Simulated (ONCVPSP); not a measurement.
## Scattering properties, ONCV potential for nitrogen

```json
{
  "Element": "nitrogen",
  "Generator": "ONCVPSP 4.0.1",
  "Type": "optimised norm-conserving Vanderbilt (ONCV)",
  "Functional": "LDA (Perdew-Zunger)",
  "Relativity": "scalar-relativistic",
  "Frozen core": "none",
  "Valence charge": "7",
  "Reference configuration": "1s2 2s2 2p3",
  "Partial waves": "1s+2s: rc 0.50 bohr, ncon 4, nbas 8, qcut 30.6 1/bohr, 2 projectors; 2p: rc 2.55 bohr, ncon 4, nbas 8, qcut 4.7 1/bohr, 3 projectors, debl 2 Ha; d scattering state at 0.04 Ha: rc 2.45 bohr, ncon 4, nbas 8, qcut 3.5 1/bohr, 2 projectors, debl 0.7 Ha",
  "Local potential": "polynomial inside 0.35 bohr (lpopt 5, dvloc0 2 Ha)",
  "Core correction": "none"
}
```

The phase is arctan(r·R′/R) of the radial function R(r), unwrapped; energies in Ha, scanned from -12 to 5 Ha. A pole is an energy at which the radial function vanishes at the test radius. The pseudo phase is shifted by a multiple of π to meet the all-electron one at the reference energy, and phase errors are pseudo minus all-electron; the curves can meet again beyond the range given. Levels narrower than the energy grid can be missing from the lists of poles. Where the grid stepped over a known ghost or core level, its pole and its step of π were put in at the level’s energy.

| channel | radius (bohr) | reference energy (Ha) | poles, all-electron | poles, pseudo | unbroken range about the reference energy with phases within 0.05 rad | phase error 1 Ha above the reference energy (rad) |
| --- | --- | --- | --- | --- | --- | --- |
| s | 0.51 | -0.68 | none | none | the whole range | +0.000 |
| p | 2.60 | -0.27 | -0.13, 2.11 | -0.13, 2.11 | the whole range | +0.001 |
| d | 2.49 | 0.04 | 1.72 | -0.36, 1.76 | -0.3 to 2.3 | +0.001 |

Note: ghosts flagged at negative energy: d at -9.9 eV; GHOST(+) flags only above 600 eV. A true bound ghost makes a file unfit for plane-wave use.

Phases in the d channel:

| E (Ha) | all-electron | pseudo |
| --- | --- | --- |
| -11.96 | 1.482 | 4.624 |
| -11.08 | 1.479 | 4.620 |
| -10.20 | 1.475 | 4.616 |
| -9.32 | 1.470 | 4.611 |
| -8.44 | 1.464 | 4.606 |
| -7.56 | 1.458 | 4.599 |
| -6.68 | 1.450 | 4.591 |
| -5.80 | 1.441 | 4.582 |
| -4.92 | 1.429 | 4.570 |
| -4.04 | 1.413 | 4.554 |
| -3.16 | 1.391 | 4.532 |
| -2.28 | 1.357 | 4.497 |
| -1.40 | 1.296 | 4.436 |
| -0.52 | 1.144 | 4.283 |
| 0.36 | 0.154 | 0.154 |
| 1.24 | -1.397 | -1.395 |
| 2.12 | -1.690 | -1.661 |
| 3.00 | -3.173 | -2.062 |
| 3.88 | -4.545 | -4.159 |
| 4.76 | -4.682 | -4.530 |
